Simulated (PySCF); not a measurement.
# Dy⁺ (dysprosium, charge +1) across methods

[Xe] 4f10 6s1, one real determinant. Calculation: PySCF 2.14, in cc-pVDZ-X2C; scalar relativity by spin-free X2C-1e.

| method | E (hartree) | mean ε 4f α (eV) | mean ε 4f β (eV) | mean ε 6s α (eV) | Σ⟨r²⟩ (bohr²) | ⟨S²⟩ |
| --- | --- | --- | --- | --- | --- | --- |
| PBE0 | -12156.23 | -13.108 | -10.294 | -9.743 | 54.73 | 8.753 |
| UHF | -12152.09097 | -21.183 | -16.961 | -10.835 | 55.43 | 8.755 |
| PBE | -12156.38 | -10.299 | -7.896 | -9.271 | 54.88 | 8.752 |
| LDA | -12147.83 | -10.586 | -7.908 | -9.501 | 54.64 | 8.753 |
| r2SCAN | -12156.61 | -10.407 | -7.986 | -9.375 | 54.76 | 8.753 |

⟨L²⟩ = 34.01 against 42 for a pure I term, so this real determinant mixes terms. Spin-orbit coupling, absent here, splits the open shell strongly.
